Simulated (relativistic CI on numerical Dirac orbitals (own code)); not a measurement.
**Spin-allowed bands of a d2 ion in an octahedral site, by hand**

Problem. Take Δ = 17700 cm⁻¹ and B = 620 cm⁻¹ for a d2 ion in an octahedral site. Calculate the three spin-allowed bands.

Working.
1. The terms of highest spin are 3F (energy 0) and 3P (15B = 9300 cm⁻¹). Here the F term splits into A2 at +1.2Δ = 21240, T2 at +0.2Δ = 3540 and T1 at −0.6Δ = -10620 cm⁻¹.
2. The two T1 states mix through the element 0.4Δ: H = [[-10620, 7080], [7080, 9300]], with roots ½(H₁₁ + H₂₂) ∓ ½√[(H₂₂ − H₁₁)² + 4H₁₂²] = ½(-1320) ∓ ½(24440) = -12880 and 11560 cm⁻¹.
3. The ground term is 3T1 at -12880 cm⁻¹.
4. Bands: 3T2 16420 cm⁻¹ (609 nm), 3T1(P) 24440 cm⁻¹ (409 nm), 3A2 34120 cm⁻¹ (293 nm).

Check. Exact diagonalisation of the whole d2 shell with these parameters gives 3T2 16420, 3T1 24440, 3A2 34120 cm⁻¹. The match is exact, since without spin-orbit coupling no other term has this spin. The ratio of the second band to the first, 1.488, depends on Δ/B = 28.5 alone, which is how a Tanabe-Sugano diagram is read.
